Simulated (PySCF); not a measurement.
# Two-dimensional NMR puzzle

Compound of formula C₅H₈F₂O₂Si. Correlations simulated from computed shifts and the bond graph:

HSQC (one-bond C–H):
| δH | δC |
| --- | --- |
| 7.99 | 162.3 |
| 2.89 | 39.0 |
| 1.30 | 9.0 |

COSY cross peaks (H two or three bonds apart, from the bond graph; peaks can be absent where the dihedral angle is near 90°):
| δH | δH |
| --- | --- |
| 2.89 | 1.30 |

HMBC (two and three bonds, from the bond graph):
| δH | δC |
| --- | --- |
| 7.99 | 203.5, 146.5 |
| 5.17 | 146.5 |
| 2.89 | 203.5, 146.5, 9.0 |
| 1.30 | 203.5, 39.0 |

Carbons without hydrogens: δ 203.5, 146.5.

Level of theory: PBE0/pcSseg-1 with gauge-including orbitals, structure optimised with GFN2-xTB, in PySCF 2.14.0 with density-fitted response routines (no relativistic terms, averaged over atoms made equivalent by symmetry, fast rotation or ring inversion, no solvent model, one conformer).

δ = σ(ref) − σ, references computed at the same level: $^{1}$H, $^{13}$C against TMS.

Exchangeable hydrogens are left out of these lists.

Problem. Work out the connectivity.

Solution. SMILES CCC(=O)/C(=C\F)O[SiH2]F.

Atoms are numbered as in `[CH3:1][CH2:2][C:3](=[O:4])/[C:5](=[CH:6]\[F:7])[O:8][SiH2:9][F:10]`; H(Xn) means a hydrogen on atom n.

- δC 203.5 is C3, a ketone carbonyl carbon.
- δC 162.3 is C6, a β carbon of a C=C–C=O unit (δH 7.99).
- δC 146.5 is C5, an alkene carbon bearing oxygen.
- δC 39.0 is C2, an sp3 CH2 α to a carbonyl (δH 2.89).
- δC 9.0 is C1, a methyl carbon (δH 1.30).
- HMBC from δH 7.99 reaches the proton-free carbons C3, C5.
- HMBC from δH 5.17 reaches the proton-free carbon C5.
- HMBC from δH 2.89 reaches the proton-free carbons C3, C5.
- HMBC from δH 1.30 reaches the proton-free carbon C3.
- COSY links 2.89–1.30.

This is the structure that produced the data.

Shifts are as computed. Against solution values, carbons near 30 ppm lie about +3 ppm off and those near 130 ppm about +5 ppm. Of 1309 compounds with measured shifts, 239 miss one by over three times the rms of a fit or turn the order of signals round; such compounds aren't used in these exercises.
